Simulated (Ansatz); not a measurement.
Isolated molecules relaxed with PBE0-D4/def2-TZVP in Ansatz; ΔE leaves out vibrations. CCSD(T)/CBS adds triple-zeta CCSD(T) − MP2 to the extrapolated MP2 energy (def2 sets, frozen cores). Functionals use def2-TZVPP. One conformer a species, not always the lowest.

`O=CO[SiH2][NH][AlH2]` → `O[Si]1([O][AlH2])CN1`  (isomerisation)

Question: Is it downhill or uphill in electronic energy at CCSD(T)/CBS, and by how much? (An estimate is asked.)

Answer: Computed: Downhill: ΔE = -58.5 kJ/mol.

Question: What do these levels give: PBE-D4, r2SCAN-D4, ωB97X-V, PBE0, HF/def2-TZVPP, MP2/def2-QZVPP? (An estimate is asked.)

Answer: Ansatz gave: PBE-D4 -38.7, r2SCAN-D4 -49.2, ωB97X-V -45.6, PBE0 -50.5, HF/def2-TZVPP -29.3, MP2/def2-QZVPP -65.8 kJ/mol.

Largest T1 diagnostic among the species: 0.015.

From PBE to PBE0 (25 % exact exchange), in def2-TZVPP and without D4, ΔE moves by −11.5 kJ/mol. In def2-TZVPP, CCSD(T) changes the Hartree–Fock value by −18.6 kJ/mol (the triples alone add +3.5 kJ/mol) and MP2 by −29.4 kJ/mol.
